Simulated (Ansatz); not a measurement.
A nudged elastic band was laid between two geometries of C2H4BO (8 atoms, charge -1, multiplicity 1).

Computed with RKS PBE/def2-SVP in Ansatz.

| Item | Value |
| --- | --- |
| movable images | 9 |
| climbing image | yes |
| spring | 5.0 eV/Å² |
| optimiser | quadratic models (default) |
| start path | IDPP |
| force threshold | 0.05 eV/Å |
| iteration limit | 20 |
| end points | relaxed |

Initial state:

```xyz
8
Properties=species:S:1:pos:R:3
C -0.907 1.280 -0.250
B -0.090 0.079 -0.202
C 0.784 -1.052 0.421
O 0.466 -0.964 -1.007
H -1.347 1.680 -1.185
H -1.145 1.878 0.651
H 0.365 -1.957 0.924
H 1.872 -0.944 0.649
```

Final state:

```xyz
8
Properties=species:S:1:pos:R:3
C -0.906 1.281 -0.250
B -0.090 0.079 -0.202
C 0.784 -1.052 0.420
O 0.466 -0.965 -1.008
H -1.145 1.878 0.651
H -1.345 1.681 -1.185
H 0.365 -1.958 0.923
H 1.872 -0.944 0.650
```

Q: Which bonds break or form, and what moves?

A: No bond is made or broken. The dihedral H6–C1–B2–O4 goes from -180 to 0°. The two ends are copies of one structure, up to a mirror image or an exchange of like atoms.

Q: Give the energies along the band, and the barrier.

A: The run converged. The highest image is number 5 of 0 to 10, 28.5 kcal/mol above the ends, which have the same energy within 2 meV. A vibrational analysis at the climbing image gives one clearly imaginary mode, 598i cm⁻¹: a first-order saddle point. Limits of this set-up: an anion without diffuse functions, the dipole of an ion depends on the origin.

```
image  path coordinate (Å)  energy (kcal/mol)  dihedral H6–C1–B2–O4 (°)
    0                 0.00                0.0                      -180
    1                 0.37                2.0                      -175
    2                 0.74                8.1                      -167
    3                 1.11               17.0                      -156
    4                 1.48               25.2                      -143
    5                 1.85               28.5                      -126
    6                 2.22               25.2                      -104
    7                 2.59               17.0                       -76
    8                 2.96                8.1                       -44
    9                 3.33                1.9                       -16
   10                 3.70                0.0                         0
```

Q: What is the geometry of the highest image?

A: 
```xyz
8
Properties=species:S:1:pos:R:3
C -0.741 1.445 -0.638
B 0.022 0.174 -0.329
C 0.580 -1.112 0.472
O 0.901 -0.705 -0.928
H -1.823 1.225 -0.405
H -0.483 2.179 0.177
H 0.064 -2.100 0.521
H 1.480 -1.105 1.130
```

Q: What are the harmonic wavenumbers there?

A: 598i, 288, 350, 603, 613, 619, 738, 872, 929, 1049, 1083, 1275, 1360, 1470, 2835, 2862, 2897, 2965 cm⁻¹.

The band took 8 iterations and about 5 core-minutes.

Time of the run: 9 min on 1 thread of Intel(R) Xeon(R) Processor @ 2.50GHz (Skylake/Cascade Lake), with other jobs on the host, peak memory 0.14 GiB.
